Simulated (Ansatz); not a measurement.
Cost and result for the atomization energy of F2GeH4SSi, SMILES `F[Si](F)(S)[GeH3]` (9 atoms, 8 bonds).

Z-matrix (Å, degrees):
```
Si
F 1 1.591
S 1 2.117 2 110.6
F 1 1.590 2 106.8 3 113.4
Ge 1 2.373 2 108.5 3 -126.8
H 3 1.345 1 92.3 2 -65.8
H 5 1.536 1 108.4 2 68.9
H 5 1.535 1 110.8 2 -51.1
H 5 1.534 1 109.3 2 -172.3
```

Charge 0, multiplicity 1. Correlated methods include outer-core shells of Ge, which these sets cover unevenly. Scalar relativity is left out up to krypton. The structure was optimised at the PBE0-D4/def2-TZVP level. It is one conformer, not always the lowest. Program: Ansatz. All runs use 4 threads of an Arm Neoverse V2 on a shared host. Times are those of one run each, without the atoms' runs, and a repeat can differ threefold. Electronic energies, without spin–orbit coupling; frozen cores. CCSD(T)/CBS adds CCSD(T) − MP2 in def2-TZVPP to the MP2 limit, and its time is that of the two runs behind it. T1 = 0.012. With those shells the extrapolation isn't a true limit. B3LYP takes the VWN-RPA correlation (the form of Gaussian; ORCA's B3LYP/G).

CCSD(T)/CBS is a level of theory with its own doubt, some kJ/mol a heavy atom from the limit and from the frozen cores, so smaller differences don't rank the functionals.

```json
{"level": "LDA (SPW92)/def2-TZVPP", "functions": "250", "wall time": "1.4 s"}
{"level": "revPBE-D4/def2-TZVPP", "functions": "250", "wall time": "2.2 s"}
{"level": "BLYP-D4/def2-TZVPP", "functions": "250", "wall time": "2.3 s"}
{"level": "BHLYP-D4/def2-TZVPP", "functions": "250", "wall time": "4 s"}
{"level": "CAM-B3LYP-D4/def2-TZVPP", "functions": "250", "wall time": "4.4 s"}
{"level": "PBE0-D4/def2-TZVPP", "functions": "250", "wall time": "4.4 s"}
{"level": "B3LYP-D4/def2-TZVPP (with forces)", "functions": "250", "wall time": "6 s"}
{"level": "CCSD(T)/def2-SVP", "functions": "116", "wall time": "8 s"}
{"level": "ωB97X-V/def2-TZVPP", "functions": "250", "wall time": "9 s"}
{"level": "B97M-V/def2-TZVPP", "functions": "250", "wall time": "11 s"}
{"level": "MP2/def2-QZVPP", "functions": "463", "wall time": "23 s"}
{"level": "CCSD(T)/def2-TZVPP", "functions": "250", "wall time": "4.1 min"}
{"level": "CCSD(T)/CBS(def2)", "functions": "–", "wall time": "4.4 min"}
```

Q: What atomization energy does each give, and how far from CCSD(T)/CBS? (Best estimate.)

A: The calculation gave: 
```tsv
level	atomization (kcal/mol)	difference from CCSD(T)/CBS	per bond
LDA (SPW92)/def2-TZVPP	814.2	96.3	12.0
revPBE-D4/def2-TZVPP	696.8	-21.1	-2.6
BLYP-D4/def2-TZVPP	703.8	-14.1	-1.8
BHLYP-D4/def2-TZVPP	688.2	-29.7	-3.7
CAM-B3LYP-D4/def2-TZVPP	712.1	-5.8	-0.7
PBE0-D4/def2-TZVPP	703.4	-14.5	-1.8
B3LYP-D4/def2-TZVPP (with forces)	705.6	-12.3	-1.5
CCSD(T)/def2-SVP	650.4	-67.5	-8.4
ωB97X-V/def2-TZVPP	718.5	0.6	0.1
B97M-V/def2-TZVPP	721.8	3.9	0.5
MP2/def2-QZVPP	722.2	4.3	0.5
CCSD(T)/def2-TZVPP	697.0	-20.9	-2.6
CCSD(T)/CBS(def2)	717.9	0.0	0.0
```

Leaving LDA and LC-ωPBE aside and taking each functional with its dispersion term where it has one, the values spread over 33.7 kcal/mol, from BHLYP-D4 to B97M-V. LDA lies +104.6 kcal/mol from PBE without D4, its usual overbinding. In def2-TZVPP, CCSD(T) changes the Hartree–Fock value by +176.9 kcal/mol (the triples alone add +10.7 kcal/mol) and MP2 by +189.4 kcal/mol; breaking electron pairs costs correlation energy, which Hartree–Fock lacks. At CCSD(T), def2-SVP lies −67.5 kcal/mol from the extrapolated value and def2-TZVPP −20.9 kcal/mol: correlation converges slowly with the basis, and small sets miss more of it in the bonded molecule than in its fragments.

For some Ge, Se and Sn compounds the MP2-based and the directly extrapolated limit differ by 10 to 25 kJ/mol.
